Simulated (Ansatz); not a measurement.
Total energies of Ge₁₃F₂₀ from Ansatz at r2SCANh-D4/def2-TZVP, gas phase (1 Eh = 27.2114 eV = 2625.5 kJ/mol). The reference geometry is relaxed at PBE-D4/def2-SVP.

```xyz
33

Ge    1.351    1.388   -3.085
Ge    1.356   -1.170    3.435
Ge    1.381   -1.755   -1.101
Ge    1.354    1.770    0.962
Ge   -2.006    2.198   -1.276
Ge   -1.826   -0.941    1.295
Ge   -1.939   -1.414   -2.737
Ge    2.288    1.133    3.172
Ge    2.317    0.539   -0.948
Ge   -1.091    0.886   -3.202
Ge   -1.076   -1.735    3.525
Ge   -0.992   -2.282   -0.600
Ge   -1.104    1.407    0.920
F     2.271    0.973   -4.510
F     1.372    3.144   -3.003
F     2.484   -2.443    3.834
F     1.254   -1.278    1.584
F     1.051   -1.589   -2.887
F     2.520   -3.072   -0.964
F     1.585    3.503    0.720
F    -1.627    3.902   -1.401
F    -3.752    2.104   -1.181
F    -3.590   -0.910    1.261
F    -1.851   -2.531   -4.075
F    -3.654   -1.133   -2.467
F     4.034    1.115    3.252
F     1.759    2.190    4.460
F     4.075    0.506   -0.891
F    -1.786    1.518   -4.690
F    -1.314   -3.442    3.813
F    -1.877   -0.910    4.841
F    -1.218   -4.008   -0.335
F    -1.751    2.334    2.280
```

```csv
state,geometry,energy (Eh)
charge 0 singlet,reference,-28998.77364
charge 1 doublet,reference,-28998.41482
charge -1 doublet,reference,-28998.92021
free Ge atom (triplet),–,-2076.89676
free F atom (doublet),–,-99.72490
```

Single mean-field runs in def2-TZVP are fitted with def2-universal-jkfit.

Problem. Work out the vertical ionisation energy to the doublet.

Solution. E(charge 1 doublet) − E(charge 0 singlet) = -28998.41482 − (-28998.77364) = 0.35882 Eh = 9.76 eV. For comparison, −ε of the highest occupied level is 8.30 eV at this level, 1.46 eV less.

Problem. Work out the vertical electron affinity, to the doublet.

Solution. E(charge 0 singlet) − E(charge -1 doublet) = -28998.77364 − (-28998.92021) = 0.14657 Eh = 3.99 eV. The basis lacks diffuse functions, which makes affinities too small.

Problem. Give the fundamental gap IE − EA, the Mulliken electronegativity (IE + EA)/2 and the hardness (IE − EA)/2.

Solution. From the values in Eh: IE − EA = 0.35882 − 0.14657 = 0.21225 Eh = 5.78 eV; (IE + EA)/2 = 6.88 eV; (IE − EA)/2 = 2.89 eV. The HOMO–LUMO gap of the same run is 2.93 eV, 2.85 eV smaller than the fundamental gap.

Problem. What is the binding energy per atom against free atoms?

Solution. Atoms: 13 × (-2076.89676) + 20 × (-99.72490) = -28994.15588 Eh. Binding: -28994.15588 − (-28998.77364) = 4.61776 Eh = 125.66 eV, or 3.81 eV for each of 33 atoms (no zero-point energy, no counterpoise term).
